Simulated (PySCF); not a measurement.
Compound: C4H12GeSi.
Atom-mapped SMILES: `[CH2:1]=[C:2]([CH3:3])[Ge@H:4]([CH3:5])[SiH3:6]` (hydrogens: H7, H8 on C1; H9, H10, H11 on C3; H12 on Ge4; H13, H14, H15 on C5; H16, H17, H18 on Si6)

Geometry (PBE0-D3(BJ)/def2-SVP, Å), atoms numbered from 1 in this order:
```xyz
18
C4H12GeSi angstrom
C     -1.5280   -1.8736    1.1893
C     -1.0513   -1.0107    0.2836
C     -1.5175   -0.9942   -1.1421
Ge     0.3181    0.2878    0.8002
C     -0.2919    2.1026    0.3793
Si     2.3310   -0.1821   -0.3956
H     -2.2902   -2.6175    0.9233
H     -1.1836   -1.8764    2.2281
H     -0.6765   -1.1404   -1.8410
H     -2.2637   -1.7809   -1.3371
H     -1.9714   -0.0230   -1.4029
H      0.5692    0.1511    2.3186
H     -0.4856    2.2006   -0.6989
H      0.4672    2.8458    0.6628
H     -1.2217    2.3225    0.9244
H      2.0809   -0.1085   -1.8710
H      2.8360   -1.5536   -0.0764
H      3.4014    0.8092   -0.0597
```

Level of theory: TDDFT B3LYP/def2-SVPD, vertical, gas phase, core orbitals frozen in the response (PySCF 2.14.0, density-fitted response routines). Relativistic effects, spin–orbit coupling among them, are left out although an element past zinc is present.

Transition dipole moments from the ground state, in atomic units and in the frame of the coordinates above (overall signs are arbitrary), for the states with f of 0.002 or more among the lowest 7:

```
state  E (eV)      μx      μy      μz
   S1   6.107  -0.778  -0.606   0.351
   S2   6.297  -0.020   0.194  -0.111
   S3   6.486  -0.178  -0.543   0.232
   S4   6.616   0.359   0.136  -0.230
   S5   6.653  -0.668  -0.080   0.429
   S6   6.895   0.351  -0.071  -0.114
   S7   7.013   0.290  -0.143  -0.136
```

Work out the oscillator strengths.

f = (2/3) ΔE |μ|² with ΔE in hartree (27.2114 eV).

```csv
state,|μ|² (au),|μ| (D),f
S1,1.096,2.66,0.164
S2,0.050,0.57,0.008
S3,0.380,1.57,0.060
S4,0.200,1.14,0.032
S5,0.637,2.03,0.104
S6,0.141,0.96,0.024
S7,0.123,0.89,0.021
```

Which bond between heavy atoms lies closest to the direction of the S1 transition dipole?

C1–C2, at 30° from it; next C2–Ge4 at 35°.

What angle do the transition dipoles of S3 and S6 make?

|cos θ| = |μa·μb| / (|μa| |μb|) = 0.22, so θ ≈ 77° (taken between 0 and 90°, since the signs are arbitrary).

How is the summed strength of these states shared among x, y and z?

(2/3) Σ ΔE μα² gives 0.225 for x, 0.116 for y and 0.073 for z, 0.413 in all.

What peak molar absorption coefficient would the strongest computed level give as a lone Gaussian band 0.3 eV wide at half height?

ε(max) = 2.175×10⁸ f / FWHM, with the width in cm⁻¹. S1: 2.175×10⁸ × 0.1640 / 2420 ≈ 15000 L mol⁻¹ cm⁻¹.

All these states lie below the vertical ionisation energy of 8.88 eV (ΔSCF).

One conformer stands for the species.
